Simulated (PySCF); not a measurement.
Ligand exchange on a metal centre used in film growth or etching (Ta OH-NH2). All species are isolated molecules in the gas phase. One relaxed conformer stands for each flexible species; it need not be the lowest.

Level of theory: B3LYP-D3(BJ)/def2-TZVP // BP86-D3(BJ)/def2-SVP in PySCF 2.14.0. B3LYP has the VWN-RPA correlation part, as in Gaussian. 

| species | charge on the central atom (Mulliken) (e) | coordination number | HOMO–LUMO gap (eV) | HOMO (eV) | mean distance from the central atom to its bonded neighbours (Å) |
|---|---|---|---|---|---|
| 0 of 5 OH replaced by NH2 ([Ta(OH)5]) | 1.58 | 5 | 7.08 | … | 1.940 |
| 2 of 5 OH replaced by NH2 | 1.52 | 5 | 5.74 | … | 1.970 |
| 3 of 5 OH replaced by NH2 ([Ta(OH)2(NH2)3]) | 1.42 | 5 | 5.89 | -6.54 | … |
| 4 of 5 OH replaced by NH2 | 1.44 | 5 | … | … | 2.007 |

Problem. What belongs in the gaps?

Solution. 
- 0 of 5 OH replaced by NH2 ([Ta(OH)5]), HOMO (eV): -8.32
- 2 of 5 OH replaced by NH2, HOMO (eV): -6.66
- 3 of 5 OH replaced by NH2 ([Ta(OH)2(NH2)3]), mean distance from the central atom to its bonded neighbours (Å): 1.989
- 4 of 5 OH replaced by NH2, HOMO–LUMO gap (eV): 5.47
- 4 of 5 OH replaced by NH2, HOMO (eV): -6.26
